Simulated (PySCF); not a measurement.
# Nuclear quadrupole coupling in `COC1=C[P@](C)(=O)CC1`

C6H11O2P.
Structure used (GFN2-xTB), in Å, numbered top down from 1:
```
atom  x, y, z in Å
C1     3.1072    0.2675   -0.5029
O2     2.1440   -0.7616   -0.4401
C3     0.8900   -0.4154   -0.0931
C4     0.4082    0.7911    0.2179
P5    -1.3429    0.6888    0.6299
C6    -2.2846    1.1178   -0.8873
O7    -1.8188    1.4056    1.8188
C8    -1.3049   -1.1554    0.7175
C9    -0.0787   -1.5729   -0.0872
H10    4.0373   -0.2079   -0.8084
H11    3.2396    0.7418    0.4738
H12    2.8227    1.0280   -1.2361
H13    0.9673    1.7082    0.2631
H14   -3.3363    0.9089   -0.7007
H15   -1.9369    0.5620   -1.7522
H16   -2.1675    2.1857   -1.0614
H17   -2.2254   -1.6146    0.3583
H18   -1.1873   -1.4074    1.7737
H19    0.4109   -2.4566    0.3256
H20   -0.3491   -1.8030   -1.1210
```

Field gradients from the PBE0/pcSseg-1 density (PySCF, non-relativistic), principal values in atomic units, ordered |Vxx| ≤ |Vyy| ≤ |Vzz|:

```
atom      Vxx      Vyy     Vzz
  O2  -0.3761  -1.4547  1.8308
  O7  -0.3012  -0.5224  0.8236
```

Q: Find the asymmetry η = (Vxx − Vyy)/Vzz and the couplings χ = eQV/h (234.96 MHz × Q in barn × V in au), with Q(17O) = −0.0256 b.

A: 
```csv
atom,environment,nucleus,η,χzz (MHz),χxx (MHz),χyy (MHz)
O2,ether oxygen,17O,0.59,-11.01,2.26,8.75
O7,phosphoryl oxygen,17O,0.27,-4.954,1.812,3.142
```

Q: What is Vzz at O2 in SI units (1 au = 9.71736 × 10²¹ V/m²)?

A: 1.8308 au = 17.790 × 10²¹ V/m².

Q: And the gradient at the other heavy atoms, for which no coupling is worked out here?

A: 
```
atom                     environment  Vzz (au)     η
  C1                  methoxy carbon     0.445  0.06
  C3   vinylic carbon bearing oxygen    -0.401  0.28
  C4                alkene CH carbon     0.096  0.70
  P5           phosphoryl phosphorus    -0.446  0.44
  C6  sp3 carbon bound to phosphorus     0.036  0.23
  C8  sp3 carbon bound to phosphorus     0.078  0.47
  C9                  allylic carbon     0.081  0.97
```

Q: What couplings would deuterons (Q(2H) = 0.00286 b) have in place of the hydrogens, at this geometry?

A: 
```
atom  bonded to  bond length (Å)  Vzz (au)     η  χzz (kHz)
 H10         C1            1.088    0.3044  0.08        205
 H11         C1            1.094    0.2920  0.08        196
 H12         C1            1.094    0.2922  0.08        196
 H13         C4            1.075    0.3465  0.08        233
 H14         C6            1.088    0.3151  0.01        212
 H15         C6            1.085    0.3219  0.01        216
 H16         C6            1.088    0.3155  0.01        212
 H17         C8            1.090    0.3121  0.02        210
 H18         C8            1.092    0.3039  0.02        204
 H19         C9            1.091    0.3033  0.02        204
 H20         C9            1.093    0.3018  0.01        203
```

The structure is a single GFN2-xTB conformer in the gas phase; no vibrational or solvent corrections. GFN2-xTB bond lengths can be off by several hundredths of an ångström, more for odd bonds, and the gradients follow them. With so small a basis the couplings can be 20 % off.

The run behind these numbers computed NMR shieldings as well. Rough CPU time on one thread of a shared machine: about 2 min.
